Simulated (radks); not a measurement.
Values are calculated unless marked as measured or tabulated.
Task: These are the eigenvalues of the occupied orbitals of an atom or ion with whole-number occupations (eV). Level of theory: scalar-relativistic Kohn-Sham, PBE, spin-polarised, spherical densities, point nucleus (a radial shooting solver on a logarithmic mesh with Libxc functionals).

| orbital | eigenvalue |
|---|---|
| 1s up | -3170.265 |
| 1s down | -3170.014 |
| 2s up | -345.1796 |
| 2s down | -344.9528 |
| 2p up | -278.3206 |
| 2p down | -277.9965 |
| 3s up | -66.2798 |
| 3s down | -64.7649 |
| 3p up | -50.6010 |
| 3p down | -49.1530 |

Which element is it, and in what charge state? The configuration may be excited.

Result: Z = 18, argon, charge +3: Ar3+ in [Ne] 3s2 3p(up 2, down 1). The list shows which subshells hold electrons but not how many an open one holds; the 1s level, -116.51 hartree, gives Z - s = 15.3 by -(Z - s)^2/2, which with screening and relativity narrows Z to a few neighbours, and the depths of the outer levels then fix element, charge and occupations together.
